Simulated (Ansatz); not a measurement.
C2H5FSeSi can be A, `C=C(F)[SiH2][SeH]`, or B, `C=C([SeH])[SiH2]F`.

Isolated molecules relaxed with PBE0-D4/def2-TZVP in Ansatz; ΔE leaves out vibrations. CCSD(T)/CBS adds triple-zeta CCSD(T) − MP2 to the extrapolated MP2 energy (def2 sets, frozen cores). Functionals use def2-TZVPP. B3LYP here is the variant with VWN-RPA as its local correlation; programs differ in this. For Se outer-core shells are correlated without core-valence functions, which leaves a few kJ/mol of doubt a bond. Scalar relativity is left out up to krypton. Each species was taken in one conformer, which may not be the lowest.

Which is lower in electronic energy at CCSD(T)/CBS, and by how much? (An estimate is asked.)

Computed: B, by 28.7 kcal/mol.

Give E(B) − E(A) in kcal/mol with PBE0-D4, B3LYP-D4, PBE-D4, B2PLYP, CCSD/def2-TZVPP, ωB97M-V, CCSD(T)/def2-TZVPP. (An estimate is asked.)

The calculation gave: PBE0-D4 -24.4, B3LYP-D4 -26.6, PBE-D4 -23.6, B2PLYP -28.0, CCSD/def2-TZVPP -28.8, ωB97M-V -26.1, CCSD(T)/def2-TZVPP -28.9. None reverses the order clearly.

Largest T1 diagnostic: 0.011.

From PBE to PBE0 (25 % exact exchange), in def2-TZVPP and without D4, E(B) − E(A) moves by −0.9 kcal/mol. The D4 term adds −0.8 kcal/mol with B3LYP and −0.4 kcal/mol with PBE0; it sums over pairs of atoms, weighted by their polarisabilities, and B3LYP, whose exchange is more repulsive, gets the larger term.
